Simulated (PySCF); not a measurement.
TlS from Hartree–Fock to correlated methods

State: ²Π (doublet), unpaired electrons π ↑. Set-up: Tl def2-SVPD with ECP60, S def2-SVPD; scalar-relativistic core potentials (PySCF 2.14). De refers to Tl + S in their high-spin ground configurations, without counterpoise correction. The functionals are run spin-unrestricted. A positive dipole means Tl(−)S(+).

```
      Level  Re (Å)  ωe (cm⁻¹)  De (eV)  μ (D)  CPU s a point (SCF and correlation, without the integrals)
        UHF   2.664        256     1.80  -4.64                                                        0.61
    UHF-MP2   2.646        263     2.74    n/a                                                        0.95
UHF-SCS-MP2   2.658        258     2.69    n/a                                                         n/a
   UHF-CCSD   2.658        258     2.59    n/a                                                         n/a
UHF-CCSD(T)   2.661        257     2.68    n/a                                                          21
        PBE   2.655        255     3.21  -3.90                                                         1.2
       BLYP   2.688        244     3.06  -4.03                                                         1.4
     r²SCAN   2.636        263     3.13  -3.94                                                         1.6
    r²SCANh   2.631        266     3.07  -3.99                                                         1.8
       PBE0   2.633        264     3.05  -4.06                                                         1.8
     M06-2X   2.660        256     2.98  -4.63                                                         1.9
```

Question: Which functional lies closest to UHF-CCSD(T) in De, which farthest, and by how much do they differ from it?

Answer: Closest is M06-2X (-0.1 pm in Re, -0.4 % in ωe, +0.30 eV in De against UHF-CCSD(T) in the same basis), farthest PBE (-0.6 pm in Re, -0.8 % in ωe, +0.53 eV in De). CCSD(T) converges more slowly with the basis than the functionals do and binds too weakly in this one, so the order can change at the basis-set limit.

Question: What does a quarter of exact exchange do here, going from PBE to PBE0?

Answer: PBE0 less PBE: -2.2 pm in Re, +3.5 % in ωe, -0.16 eV in De. Exact exchange removes part of the self-interaction that spreads semilocal densities, and in most molecules shortens and stiffens the bond and lowers De; so it does here.

Question: What does second-order correlation do here, going from UHF to UHF-MP2?

Answer: UHF-MP2 less UHF: -1.8 pm in Re, +2.7 % in ωe, +0.94 eV in De. Correlation nearly always deepens the well. The bond shortens, as in weak, metallic or heavy-atom bonds, where dispersion and the correlation of outer-core electrons pull the atoms together.

Correlated steps freeze 9 core orbitals. Correlated levels converge slowly with the basis: in double zeta they bind strong bonds too weakly, by up to about 1 eV, and carry superposition errors of some tenths. Spin–orbit coupling is left out, which matters for elements this heavy, above all for dissociation energies. The state is the lowest determinant that a PBE0 search found; another state may lie lower at other levels.

The whole job (state search and all levels along the bond) took about 5.7 min on 1 thread of Arm Neoverse N1 (shared host), peak memory 0.76 GiB.
